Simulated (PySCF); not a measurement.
(1E)-2-chloro-1-iodobuta-1,3-diene (C4H4ClI), SMILES C=C/C(Cl)=C\I. Geometry: PBE-D3(BJ)/def2-SVP. The def2 effective core potentials stand for the cores of I; spin–orbit coupling is left out. One conformer was computed; it need not be the lowest.

Computed equilibrium geometry at PBE-D3(BJ)/def2-SVP (PySCF confirms it by a frequency run) as Cartesian coordinates in Å, and its point group (one conformer of several):
point group Cs.
```xyz
10

C     -1.9615     2.7172     0.0000
C     -1.2983     1.5409     0.0000
C      0.1486     1.3749     0.0000
Cl     1.1230     2.8403     0.0000
C      0.8421     0.2068     0.0000
I     -0.0203    -1.7080     0.0000
H     -1.4215     3.6763     0.0000
H     -3.0610     2.7415     0.0000
H     -1.8596     0.5917     0.0000
H      1.9401     0.1890     0.0000
```
